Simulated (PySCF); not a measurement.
A PySCF script (with the pyscf-properties extension) for the NMR shieldings of SMILES [H]/N=C\[Si@@H]1CCCO1, C4H9NOSi, on a GFN2-xTB geometry:

```python
import basis_set_exchange as bse
import numpy as np
from pyscf import gto, dft
from pyscf.prop import nmr

atoms = """
N     3.475363   -0.535652    0.219413
C     2.385902    0.001194   -0.106182
Si    0.729851   -0.093619    0.819316
C    -0.672626   -1.011006   -0.086084
C    -1.850883   -0.107362    0.270791
C    -1.331350    1.330836    0.280000
O    -0.016389    1.358947    0.785058
H     3.441978   -1.078140    1.082955
H     2.433092    0.583356   -1.026922
H     0.915562   -0.541319    2.202805
H    -0.854955   -2.035546    0.225194
H    -0.516490   -1.018158   -1.165402
H    -2.686713   -0.209165   -0.421828
H    -2.199683   -0.358281    1.273781
H    -1.312305    1.741763   -0.735337
H    -1.947952    1.981098    0.905999
"""
names = dict.fromkeys(["N", "C", "Si", "O", "H"], "pcSseg-1")
basis = {el: gto.basis.parse(bse.get_basis(n, elements=[el], fmt="nwchem")) for el, n in names.items()}
mol = gto.M(atom=atoms, basis=basis, charge=0, verbose=0)
mf = dft.RKS(mol, xc="PBE0")
mf.grids.level = 2
mf.grids.alignment = dft.numint.BLKSIZE   # the property module wants whole blocks of grid points
mf.conv_tol = 1e-9
mf.kernel()

calc = nmr.RKS(mf)   # GIAO
C = mf.mo_coeff
Co = C[:, mf.mo_occ > 0]
resp = mf.gen_response(singlet=True, hermi=2)
def vind(x):   # induced exchange potential for any number of trial vectors
    d = np.einsum("pi,xij,qj->xpq", C, 2 * x.reshape(-1, C.shape[1], Co.shape[1]), Co, optimize=True)
    return np.einsum("xpq,pi,qj->xij", resp(d - d.transpose(0, 2, 1)), C, Co, optimize=True).ravel()
mo1, _ = nmr.rhf.solve_mo1(calc, with_cphf=vind)
sigma = calc.kernel(mo1)
for i, s in enumerate(sigma):   # ppm
    print("%2d %-2s %9.2f" % (i, mol.atom_pure_symbol(i), np.trace(s) / 3))
```

Q: What are the results?

A: 
```
 0 N    -187.48
 1 C      -7.88
 2 Si    353.34
 3 C     174.37
 4 C     157.75
 5 C     114.45
 6 O     298.17
 7 H      17.97
 8 H      22.37
 9 H      27.04
10 H      30.75
11 H      30.79
12 H      29.69
13 H      29.95
14 H      27.65
15 H      27.23
```

These numbers come from an equivalent density-fitted implementation of the same equations, which agrees with the script to about 0.01 ppm for H and up to a few tenths of a ppm for heavy atoms, so last digits may differ.

Q: Turn these shieldings into chemical shifts. δ = σ(ref) − σ, references computed at the same level: 15N (σ = 267.73 ppm) against NH3; 13C (σ = 186.93 ppm) and 29Si (σ = 349.16 ppm) and 1H (σ = 31.72 ppm) vs TMS; 17O (σ = 336.08 ppm) against H2O.

A: Averaging equivalent atoms: N 0: 455.2; C 1: 194.8; C 5: 72.5; C 4: 29.2; C 3: 12.6; Si 2: -4.2; O 6: 37.9; H 7: 13.75; H 8: 9.35; H 9: 4.68; H 15: 4.49; H 14: 4.07; H 12: 2.03; H 13: 1.77; H 10: 0.96; H 11: 0.92 ppm. Experimental scales use liquid or dissolved standards, which lie at an offset from isolated NH3 (liquid NH3: subtract about 20 ppm) and H2O (liquid H2O: subtract about 36 ppm). Unscaled 15N shifts of sp2 nitrogen come out 20 to 40 ppm too high even then.

Size and cost of the density-fitted run: 171 basis functions, of the order of 60 core-seconds.
